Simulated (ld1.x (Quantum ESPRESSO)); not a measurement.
# What the settings do to the PAW potential of Lu

Base potential:

ld1.x (Quantum ESPRESSO) 7.5 input, shortened:

```
&input
   title='Lu', zed=71., rel=1, dft='PBESOL', iswitch=3,
   config='[Xe] 4f13 5d2 6s2 6p0'
 /
 &inputp
   pseudotype=3, lpaw=.true., tm=.true., lloc=-1, rcloc=1.15,
   nlcc=.true., new_core_ps=.true.,
   which_augfun='PSQ', rmatch_augfun_nc=.true.
 /
8
5S  1  0   2.00   0.00  1.50  1.70  0.0
6S  2  0   2.00   0.00  1.50  1.70  0.0
5P  2  1   6.00   0.00  1.80  2.45  0.0
6P  3  1   0.00   0.00  1.80  2.45  0.0
5D  3  2   2.00   0.00  1.75  2.40  0.0
5D  3  2   0.00   0.85  1.75  2.40  0.0
4F  4  3  13.00   0.00  1.00  1.20  0.0
4F  4  3   0.00   3.75  1.00  1.20  0.0
 &test
   configts(1)='4f13 5s2 5p6 5d2 6s2 6p0'
 /
```

Cutoffs, loose and tight: the cutoffs (Ry, on a coarse ladder) from which the occupation-weighted sum of valence levels, in a spherical-Bessel basis at the reference potential, stays within 10 and 1 mRy of its value at 400 Ry. They do not see the model core or the augmentation charge, which bear on the density cutoff. Test errors are all-electron minus pseudo excitation energies from the reference, over the configurations 4f14 5s2 5p6 5d1 6s2 6p0; 4f14 5s2 5p6 5d1 6s1 6p0; 4f14 5s2 5p6 5d1 6s0 6p0; 4f14 5s2 5p6 5d0 6s0 6p0; 4f14 5s2 5p6 5d1 6s0 6p2; 4f13 5s2 5p6 5d0 6s0 6p0; 4f14 5s2 5p5 5d1 6s2 6p0. A dash means not determined; rows that change the core or the reference have their own tests. The largest error is taken over the tests solved by every variant that gives reliable tests at all: 4f14 5s2 5p6 5d0 6s0 6p0; 4f14 5s2 5p6 5d1 6s0 6p0; 4f14 5s2 5p6 5d1 6s0 6p2; 4f14 5s2 5p6 5d1 6s1 6p0; 4f14 5s2 5p6 5d1 6s2 6p0.

A true bound ghost makes a file unfit for plane-wave use even where its test errors are small: the radial tests pick states by their node count and pass the ghost by. Where a test does run into it, the solver fails or the error is huge.

Cutoffs are not given where the Bessel-basis levels miss the radial ones by over 6 mRy, ghosts where they miss by over 20 mRy; a channel whose overlap is not positive is not tested.

A file whose overlap is not positive is unfit for use, and its test errors describe a broken file.

| change | outcome | bound ghosts | largest test error (meV) |
| --- | --- | --- | --- |
| base | generated, overlap not positive | d (s, p not tested, overlap not positive) | -1578 |
| wave 4f channel at 3.75 Ry: rcut 1.00, rcutus 1.20 bohr becomes 4f channel at -1.11 Ry: rcut 1.00, rcutus 1.20 bohr | generated, overlap not positive | d (s, p not tested, overlap not positive) | -1482 |
| wave 4f channel at 3.75 Ry: rcut 1.00, rcutus 1.20 bohr becomes 4f channel at -1 Ry: rcut 1.00, rcutus 1.20 bohr | generated, overlap not positive | d (s, p not tested, overlap not positive) | -1504 |
| wave 4f channel at 3.75 Ry: rcut 1.00, rcutus 1.20 bohr becomes 4f channel at -0.74 Ry: rcut 1.00, rcutus 1.20 bohr | generated, overlap not positive | d (s, p not tested, overlap not positive) | -1521 |
| wave 4f channel at 3.75 Ry: rcut 1.00, rcutus 1.20 bohr becomes 4f channel at -0.26 Ry: rcut 1.00, rcutus 1.20 bohr | generated, overlap not positive | d (s, p not tested, overlap not positive) | -1512 |
| wave 4f channel at 3.75 Ry: rcut 1.00, rcutus 1.20 bohr becomes 4f channel at 0.69 Ry: rcut 1.00, rcutus 1.20 bohr | generated, overlap not positive | d (s, p not tested, overlap not positive) | -1347 |
| wave 4f channel at 3.75 Ry: rcut 1.00, rcutus 1.20 bohr becomes 4f channel at 2.13 Ry: rcut 1.00, rcutus 1.20 bohr | generated, overlap not positive | d (s, p not tested, overlap not positive) | test run stopped at test 1 of 7 (negative rho) |
| wave 4f channel at 3.75 Ry: rcut 1.00, rcutus 1.20 bohr becomes 4f channel at 3.97 Ry: rcut 1.00, rcutus 1.20 bohr | generated, overlap not positive | d (s, p not tested, overlap not positive) | -1575 |
